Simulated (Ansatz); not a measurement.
The same path of a periodic cell of 17 atoms, GaSi₁₆ (host Si, host structure diamond, interstitial Ga) was run twice with different band settings. Lost on the way: Si15–Ga17. Made: Si4–Ga17.

These are results of Ansatz, DFT LDA, scalar-relativistic, plane waves, PAW, not measurements. Settings: PAW set soft_1, cutoff 420 eV, k mesh 2x2x2, fermi-dirac smearing 0.05 eV, spin collinear.

Relaxed end points:

```xyz
17
Lattice="0.0000 5.4300 5.4300 5.4300 0.0000 5.4300 5.4300 5.4300 0.0000" Properties=species:S:1:pos:R:3
Si -0.010 -0.010 0.013
Si 1.360 1.360 1.328
Si 2.732 2.732 0.017
Si 4.076 4.078 1.361
Si 2.757 -0.045 2.671
Si 4.104 1.358 4.072
Si 5.419 2.729 2.704
Si 6.790 4.043 4.075
Si -0.046 2.757 2.669
Si 1.357 4.104 4.072
Si 2.728 5.420 2.705
Si 4.043 6.790 4.075
Si 2.765 2.764 5.480
Si 4.076 4.077 6.791
Si 5.386 5.385 5.471
Si 6.787 6.787 6.819
Ga 6.796 6.799 4.081
```

```xyz
17
Lattice="0.0000 5.4300 5.4300 5.4300 0.0000 5.4300 5.4300 5.4300 0.0000" Properties=species:S:1:pos:R:3
Si -0.001 -0.001 -0.002
Si 1.310 1.310 1.310
Si 2.715 2.715 -0.031
Si 4.119 4.119 1.312
Si 2.715 -0.030 2.715
Si 4.118 1.313 4.118
Si 5.460 2.715 2.715
Si 6.775 4.085 4.085
Si -0.030 2.715 2.715
Si 1.313 4.118 4.118
Si 2.715 5.460 2.715
Si 4.085 6.775 4.085
Si 2.715 2.715 5.460
Si 4.084 4.084 6.775
Si 5.430 5.430 5.431
Si 6.776 6.776 6.776
Ga 8.142 8.143 2.710
```

Common settings: climbing image yes; spring 5.0 eV/Å²; optimiser quadratic models (default); force threshold 0.05 eV/Å; end points relaxed.

| run | movable images | start path | iteration limit |
| --- | --- | --- | --- |
| 1 | 5 | IDPP | 80 |
| 2 | 3 | default | 8 |

What does each run give, and how far can it be trusted?

Run 1: converged after 5 iterations, highest image 0.703 eV above the first end. By the program's own check the climbing image is a first-order saddle point (lowest curvatures found: -4.18 and 0.55 eV/Å²).
Run 2: converged after 4 iterations, highest image 0.702 eV above the first end. The order of the stationary point at the top wasn't checked.
Limits of this set-up: coarse k mesh, PAW files made for another functional.
